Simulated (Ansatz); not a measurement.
Basis-set extrapolation for C₃H₉AlO₂ (`C[CH](C)[Al]([OH])[OH]`) (PBE0-D4/def2-TZVP geometry, frozen core, Ansatz 0.2.0). Multiplicity 1, RHF reference.

```
                      def2-TZVPP   def2-QZVPP
                 HF  -510.733970  -510.754477
    MP2 correlation    -1.092893    -1.172051
CCSD(T) correlation    -1.176194      not run
```

Energies in hartree. Use E(X) = E(∞) + A·exp(−7.88·√X) for Hartree–Fock and E(X) = E(∞) + B·X^(−2.97) for correlation, with X = 3 and 4, and add CCSD(T) minus MP2 of the smaller set to the MP2 limit.

Problem. What is the CCSD(T) energy at the basis-set limit?

Solution. HF limit: -510.754477 + (-0.020507) × 0.13774 = -510.75730. MP2 limit: -1.172051 + (-0.079158) × 0.74074 = -1.23069. Higher-order term: -1.176194 − (-1.092893) = -0.08330. Total: -512.07129 hartree, 423.0 kJ/mol below CCSD(T)/def2-TZVPP.
